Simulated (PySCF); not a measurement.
This script is equivalent to a calculation on Zn²⁺ (zinc, charge +2).

```python
from pyscf import gto, scf, dft, mp, cc
import basis_set_exchange as bse
txt = bse.get_basis("cc-pVDZ-PP", elements=["Zn"], fmt="nwchem", header=False)
cut = txt.index("\nECP")
mol = gto.M(atom="Zn 0 0 0", charge=2, spin=0, symmetry="D2h",
            basis=gto.basis.parse(txt[:cut]),
            ecp={"Zn": gto.basis.parse_ecp(txt[cut:])})
mf = scf.UHF(mol)
mf.irrep_nelec = {'Ag': (3, 3), 'B1g': (1, 1), 'B2g': (1, 1), 'B3g': (1, 1), 'B1u': (1, 1), 'B2u': (1, 1), 'B3u': (1, 1)}
mf.kernel()
```

**Question.** What total energy does it give?

**Answer.** -225.04577 hartree (calculated).

**Question.** Which occupied shell lies highest, and where?

**Answer.** 3d, at -41.443 eV.

Energies and moments cover only the electrons outside the core potential.
